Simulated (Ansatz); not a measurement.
Consider the hydrogenolysis of a Mg–Cl bond: `[SiH3][N]([SiH3])[Mg][Cl]` + H₂ → `[MgH][N]([SiH3])[SiH3]` + HCl.

Isolated molecules relaxed with PBE0-D4/def2-TZVP in Ansatz; ΔE leaves out vibrations. CBS: MP2 limit from def2 TZ/QZ plus the TZ coupled-cluster correction, frozen cores. This one scheme is used for every species. DFT in def2-TZVPP. HSE06 is defined as in plane-wave codes. For Mg outer-core shells are correlated without core-valence functions, which leaves a few kJ/mol of doubt a bond. One conformer a species, not always the lowest.

(1) Is it downhill or uphill in electronic energy at CCSD(T)/CBS, and by how much? (Estimate.)

(2) What do these levels give: r2SCAN-D4, B97M-V, CAM-B3LYP-D4, ωB97X-V, B2PLYP, PBE0, HSE06, CAM-B3LYP, LC-ωPBE, HF/def2-SVP, HF/def2-TZVPP, MP2/def2-QZVPP? (An estimate is asked.)

Largest T1 diagnostic among the species: 0.011.

Answers

(1) Computed: Uphill: ΔE = +1.87 eV.

(2) The calculation gave: r2SCAN-D4 1.89, B97M-V 1.63, CAM-B3LYP-D4 1.78, ωB97X-V 1.80, B2PLYP 1.83, PBE0 1.77, HSE06 1.77, CAM-B3LYP 1.76, LC-ωPBE 1.78, HF/def2-SVP 1.90, HF/def2-TZVPP 1.83, MP2/def2-QZVPP 1.96 eV.

From PBE to PBE0 (25 % exact exchange), in def2-TZVPP and without D4, ΔE moves by +0.04 eV. Leaving LDA and LC-ωPBE aside and taking each functional with its dispersion term where it has one, the values spread over 0.26 eV, from B97M-V to r2SCAN-D4. LDA lies −0.09 eV from PBE without D4.
